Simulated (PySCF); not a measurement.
# Correlation energy of Kr⁺ (krypton, charge +1)

[Ar] 3d10 4s2 4p5, 2P determinant. All numbers are calculated (PySCF 2.14, scalar relativity by spin-free X2C-1e, in x2c-TZVPPall with one added diffuse shell each of s, p, d type (7s6p5d1f, 57 functions)). Frozen: [Ar] 3d10; 7 electrons correlated.

```
  level  correlation energy (mhartree)
   CCSD                        -157.73
    (T)                          -4.07
CCSD(T)                        -161.80
```

Diagnostics: T1 = 0.0054, D1 = 0.0185, largest double amplitude 0.035.

Cost of the coupled-cluster step: about 2.3 core-seconds, for 7 correlated electrons.
